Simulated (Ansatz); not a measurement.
A nudged elastic band was laid between two geometries of CH₅BOSi (9 atoms, charge 0, multiplicity 1).

Theory: RKS PBE-D4/6-31G in Ansatz 0.2.0.

```
movable images  : 7
climbing image  : yes
spring          : 5.0 eV/Å²
optimiser       : quadratic models (default)
start path      : IDPP
force threshold : 0.05 eV/Å
iteration limit : 60
end points      : relaxed
```

Initial state:

```xyz
9
Properties=species:S:1:pos:R:3
B -0.164 1.175 -0.932
C 0.458 -0.200 -0.903
Si 0.289 -1.139 0.584
O -0.547 -0.544 1.967
H -0.098 1.886 -1.904
H -0.759 1.614 0.038
H 1.002 -0.644 -1.745
H 0.758 -2.507 0.989
H -0.940 0.359 1.907
```

Final state:

```xyz
9
Properties=species:S:1:pos:R:3
B -0.165 1.174 -0.933
C 0.457 -0.201 -0.904
Si 0.290 -1.138 0.585
O -0.546 -0.543 1.968
H -0.759 1.614 0.037
H -0.100 1.884 -1.906
H 1.002 -0.645 -1.745
H 0.759 -2.507 0.989
H -0.938 0.361 1.908
```

Task: What changes between the two ends?

Result: No bond is made or broken. The dihedral H6–B1–C2–Si3 goes from 0 to 180°. The two ends are copies of one structure, up to a mirror image or an exchange of like atoms.

Task: What energy profile does the band end with?

Result: It converged. The highest image is number 4 of 0 to 8, 19.2 kcal/mol above the ends, which have the same energy within 2 meV. A vibrational analysis at the climbing image gives one clearly imaginary mode, 689i cm⁻¹: a first-order saddle point. Limits of this set-up: no polarisation functions.

```csv
image,path coordinate (Å),energy (kcal/mol),dihedral H6–B1–C2–Si3 (°)
0,0.00,0.0,0
1,0.62,1.6,-16
2,1.24,5.8,-37
3,1.87,12.9,-63
4,2.49,19.2,-92
5,3.11,12.9,-119
6,3.73,5.9,-143
7,4.35,1.6,-164
8,4.97,0.0,180
```

Task: What is the geometry of the highest image?

Result: 
```xyz
9
Properties=species:S:1:pos:R:3
B -0.839 0.962 -1.118
C -0.171 -0.373 -0.754
Si 0.655 -0.937 0.672
O 0.899 -0.088 2.165
H -0.220 1.860 -1.648
H -2.018 1.162 -0.917
H -0.180 -1.143 -1.548
H 1.264 -2.286 0.871
H 0.610 0.843 2.278
```

Task: What are the harmonic wavenumbers there?

Result: 689i, 137, 155, 189, 346, 396, 507, 653, 725, 813, 849, 889, 969, 1064, 1183, 1256, 2228, 2494, 2559, 3049, 3649 cm⁻¹.

Time of the run: 110 s on 1 thread of Arm Neoverse V1, with other jobs on the host, peak memory 0.1 GiB.
